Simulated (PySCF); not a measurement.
Compound: C6H13S (doublet state).
Structure used (PBE0-D3(BJ)/def2-SVP), in Å, numbered top down from 1:
```xyz
20
C6H13S angstrom
C      2.9058    0.5713    0.4291
C      2.5420   -0.5044   -0.5074
S      1.0023   -0.1490   -1.4592
C     -0.2403    0.0125   -0.1266
C     -0.4500   -1.2933    0.6200
C     -1.5090    0.5484   -0.7906
C     -2.6318    0.8692    0.1838
H      3.2781    1.5241    0.0451
H      2.6327    0.5159    1.4857
H      3.2877   -0.6181   -1.3111
H      2.4410   -1.4812   -0.0106
H      0.1351    0.7823    0.5702
H     -0.8382   -2.0691   -0.0585
H      0.4877   -1.6668    1.0576
H     -1.1639   -1.1662    1.4492
H     -1.2410    1.4555   -1.3571
H     -1.8570   -0.1862   -1.5387
H     -2.3014    1.5855    0.9534
H     -3.0028   -0.0286    0.7012
H     -3.4873    1.3196   -0.3416
```

The hyperfine couplings belong to this conformer and change with its torsions.

As a line formula: `[CH2]CS[C@H](C)CC` [radical].

Computed with UKS B3LYP, IGLO-III on C S, pcH-1 on H, non-relativistic, mean-field spin-orbit, GIAO (PySCF). One conformer (not necessarily the lowest) at the PBE0-D3(BJ)/def2-SVP geometry, without solvent, vibrations or thermal averaging. The SCF solution wasn't tested for stability.

**Question.** Give the principal g shifts and their parts.

**Answer.** 
```tsv
Δg (ppm)	1	2	3
relativistic mass correction	-153	-153	-153
gauge correction	9	24	26
orbital Zeeman/spin–orbit	-746	535	1009
total	-890	405	881
```

So g = 2.00143, 2.00272, 2.00320 and g_iso = 2.00245; the tensor is rhombic: the two nearest values differ by 27 % of g3 − g1. Axes: g3 points within 5° of the C1–C2 bond.

**Question.** What are the electron Larmor frequencies g μB B/h along the three axes at 1200 mT?

**Answer.** 33.6150, 33.6367, 33.6447 GHz for g1, g2 and g3, a range of 29.7 MHz.

**Question.** At 33.878 GHz, how far is the centre of the isotropic spectrum from where a free electron (g = 2.002319) resonates?

**Answer.** B = hν/(g μB) with μB/h = 13.99624 MHz/mT gives 1208.85 mT for the free electron and 1208.77 mT at g_iso, 0.08 mT lower.

**Question.** How much does each term add to the isotropic shift?

**Answer.** The orbital-Zeeman/spin–orbit term 266, the mass correction -153 and the gauge correction 19 ppm, for a total of 132 ppm. The orbital-Zeeman/spin–orbit term is the largest in size. The mass correction is the same along every axis, so the anisotropy comes from the other two: their spans along these axes are 16 (gauge) and 1755 ppm (orbital Zeeman/spin–orbit).

**Question.** In a frozen sample, at which fields do the three g values resonate at 9.5, 34, 94 and 263 GHz (hyperfine left aside), and which band first spreads them over more than twice a line width of 0.3 mT?

**Answer.** 
```
band    GHz  B(g3) mT  B(g2) mT  B(g1) mT  spread mT
   X    9.5    338.83    338.92    339.13       0.30
   Q   34.0   1212.67   1212.96   1213.74       1.07
   W   94.0   3352.68   3353.48   3355.65       2.97
   J  263.0   9380.37   9382.60   9388.67       8.30
```

The spread grows in proportion to the frequency. Q band is the first where it exceeds 0.6 mT.

The largest Mulliken spin populations are on C1 (+1.04), S3 (+0.11) and C2 (-0.09). No atom but C1 exceeds +0.15. The angles at C1 add up to 358.9°, so it is planar; its axial dipolar tensor and the negative couplings of its protons fit spin in a p orbital normal to that plane.

The HOMO–LUMO gaps are 6.30 eV among the α and 3.94 eV among the β orbitals.

The run took 1.8 min of wall time (with the writing of density and orbital grids) on an x86-64 server with one thread (shared host).
